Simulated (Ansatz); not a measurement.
The first iterations of a band of CH5BOSi (9 atoms, charge 0, multiplicity 1).

Level of theory: Ansatz 0.2.0, RKS PBE-D4/6-31G.

| Item | Value |
| --- | --- |
| movable images | 7 |
| climbing image | yes |
| spring | 5.0 eV/Å² |
| optimiser | quadratic models (default) |
| start path | IDPP |
| force threshold | 0.05 eV/Å |
| iteration limit | 60 |
| end points | relaxed |

Initial state:

```xyz
9
Properties=species:S:1:pos:R:3
B -0.164 1.175 -0.932
C 0.458 -0.200 -0.903
Si 0.289 -1.139 0.584
O -0.547 -0.544 1.967
H -0.098 1.886 -1.904
H -0.759 1.614 0.038
H 1.002 -0.644 -1.745
H 0.758 -2.507 0.989
H -0.940 0.359 1.907
```

Final state:

```xyz
9
Properties=species:S:1:pos:R:3
B -0.165 1.174 -0.933
C 0.457 -0.201 -0.904
Si 0.290 -1.138 0.585
O -0.546 -0.543 1.968
H -0.759 1.614 0.037
H -0.100 1.884 -1.906
H 1.002 -0.645 -1.745
H 0.759 -2.507 0.989
H -0.938 0.361 1.908
```

| iteration | highest image above the first end (eV) | largest band force component (eV/Å) |
| --- | --- | --- |
| 1 | 0.978 | 1.030 |
| 2 | 0.896 | 0.594 |

**Question.** Does the band converge within its limit, and where does its top end?

**Answer.** The run converged. It ended after 7 iterations with the highest image 0.833 eV above the first end. A vibrational analysis at the climbing image gives one clearly imaginary mode, 689i cm⁻¹: a first-order saddle point. Limits of this set-up: no polarisation functions.

The run took 110 s on 1 thread of Arm Neoverse V1 (shared host), peak memory 0.1 GiB.
